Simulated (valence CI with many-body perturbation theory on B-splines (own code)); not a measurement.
## Ladder of approximations for La34+

Computed by relativistic CI+MBPT: five valence electrons over a frozen Dirac-Fock core [Ar], radial functions for each j: 7 s, 7 p, 8 d, 6 f, 4 g, 1 h, with the one-electron correlation potential Σ1 (screened to all orders), the two-electron term Σ2, the three-electron term Σ3, Breit, model QED; selected single and double excitations, second order for the rest (own B-spline code, finite nucleus).

The last digits are not significant, and no measured levels were compared; by estimate large intervals hold to a few tenths of a per cent, small ones and those within an open d or f shell to about a per cent. Only levels of the ground parity were solved; by the run's estimate the other parity begins above the list, which can be wrong where configurations are misplaced.

Each rung adds one term. CI alone is the Dirac-Coulomb CI over the frozen core; QED comes last and gives the full result, which names the levels. Energies are above (3d3/2^4 3d5/2) J=5/2 on the same rung, in cm⁻¹.

Levels are named by their leading jj configuration (3d3/2^4 stands for four electrons in 3d with j = 3/2), which in mixed levels can hold well under half, so a name can repeat and another be missing. Letters in brackets count levels of one name in rising energy.

```
                      Level  CI alone    + Σ1    + Σ2    + Σ3  + Breit    Full
(3d3/2^3 3d5/2^2) J=5/2 [a]    110143  110679  111470  111757   110007  110246
(3d3/2^3 3d5/2^2) J=7/2 [a]    181284  182014  181992  182046   177444  177747
(3d3/2^3 3d5/2^2) J=3/2 [a]    186697  187437  185693  185242   183356  183663
   (3d3/2^3 3d5/2^2) J=11/2    193824  194590  197080  196246   186825  187144
    (3d3/2^3 3d5/2^2) J=9/2    213674  214536  215253  215151   208085  208441
(3d3/2^3 3d5/2^2) J=5/2 [b]    220335  221334  220469  220709   215891  216308
    (3d3/2^3 3d5/2^2) J=1/2    230188  231155  228875  228754   225507  225910
(3d3/2^3 3d5/2^2) J=7/2 [b]    263303  264197  261621  260737   255687  256035
(3d3/2^2 3d5/2^3) J=5/2 [a]    286001  287393  287420  287909   282167  282778
(3d3/2^3 3d5/2^2) J=3/2 [b]    315884  317061  314382  314690   310586  311067
(3d3/2^2 3d5/2^3) J=7/2 [a]    319852  321465  321901  322019   313412  314119
   (3d3/2^2 3d5/2^3) J=11/2    326500  328169  333053  332350   319559  320284
(3d3/2^2 3d5/2^3) J=9/2 [a]    341774  343393  344524  344494   333737  334434
(3d3/2^2 3d5/2^3) J=1/2 [a]    346376  348157  347128  347755   341490  342266
   (3d3/2^2 3d5/2^3) J=13/2    359262  361000  366778  365502   348531  349279
(3d3/2^2 3d5/2^3) J=3/2 [a]    355906  357677  357745  357597   351021  351789
(3d3/2^2 3d5/2^3) J=5/2 [b]    372754  374489  373262  373603   365493  366231
(3d3/2^2 3d5/2^3) J=9/2 [b]    403564  405339  406899  406049   395438  396189
(3d3/2^2 3d5/2^3) J=7/2 [b]    420786  422586  420394  420512   409304  410056
```

(1) How does the ionisation energy move along the ladder, and which term matters most?

## Answers

(1) CI alone 2247.0, + Σ1 2249.3, + Σ2 2259.1, + Σ3 2259.2, + Breit 2258.9, + QED 2258.9 eV. The largest step is Σ2, 9.8 eV. NIST lists 2259 ± 5 eV (theoretical).
